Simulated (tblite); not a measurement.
A tight-binding relaxation on `C1[C@@]2([O])C[C@H]2C[C@@H]1Cl` [radical].

Computed with GFN2-xTB geometry optimisation, gas phase (tblite 0.8.0). Start geometry: from a force field or distance geometry. A driver script takes a list of jobs; this job's settings line and coordinates (Å) are shown.

Command:
```bash
OMP_NUM_THREADS=1 python probes_run.py task.json out
```

Input:
```
{"job": {"kind": "relax", "xc": "GFN2-xTB", "basis": "xTB"}, "charge": 0, "multiplicity": 2}
O     -2.121500    -0.164700    -1.320600
C     -1.070800    -0.252500    -0.423100
C      0.145300    -1.059400    -0.851500
C      1.290900    -0.473100    -0.027900
Cl     2.881700    -0.673000    -0.782200
C      0.911700     0.993200     0.200000
C     -0.586800     1.006400     0.222000
C     -1.381000     0.016800     1.037600
H      0.331100    -0.917900    -1.925700
H      0.002100    -2.128000    -0.660700
H      1.336400    -0.998900     0.945000
H      1.262100     1.621900    -0.621200
H      1.331700     1.381800     1.146300
H     -1.029500     1.949800    -0.044500
H     -2.411300     0.287000     1.290000
H     -0.899600    -0.580300     1.805200
```

Output:
```
step      E/eV     max force
  0    -692.65985    5.716
  1    -693.10234    1.059
  2    -693.14323    0.622
  3    -693.17302    0.400
  4    -693.18454    0.330
  5    -693.20053    0.291
  6    -693.20886    0.255
  7    -693.21440    0.195
  8    -693.21760    0.137
  9    -693.21936    0.092
... (20 lines left out)
 30    -693.22699    0.013
 31    -693.22703    0.017
 32    -693.22707    0.013
 33    -693.22709    0.012
 34    -693.22711    0.013
 35    -693.22714    0.015
 36    -693.22717    0.016
 37    -693.22720    0.013
 38    -693.22722    0.012
 39    -693.22723    0.010
```

«max force» is the largest atomic force in eV/Å.

From which step on does the largest force stay under 0.1 eV/Å, and how much energy is left to gain from there?

From step 12 (0.096 eV/Å), 4.5 meV above the end.

Summary of the converged run: energy lowered by 13.1 kcal/mol over 39 steps; largest atomic force 0.010 eV/Å at the end.

Give the final coordinates.

0.073 Å rms from the input after alignment:
```
atom  x, y, z in Å
O1    -2.0992   -0.1875   -1.3209
C2    -1.1380   -0.2598   -0.5311
C3     0.1245   -1.0680   -0.8255
C4     1.2510   -0.4757    0.0167
Cl5    2.8407   -0.6549   -0.7818
C6     0.9063    1.0045    0.2222
C7    -0.5896    1.0725    0.2813
C8    -1.3361    0.0440    1.0013
H9     0.3405   -0.9651   -1.8909
H10   -0.0350   -2.1271   -0.6198
H11    1.3506   -0.9926    0.9731
H12    1.2718    1.5929   -0.6213
H13    1.3676    1.3958    1.1324
H14   -1.0819    1.9962    0.0182
H15   -2.3607    0.2600    1.2641
H16   -0.8201   -0.6262    1.6706
```

Hardware: one thread of an Arm Neoverse V1, shared host with 32 logical CPUs at a one-minute load of 24. Cost: 0.27 s of wall time.
Labels such as C1 count atoms from 1, the log's own numbers from 0.
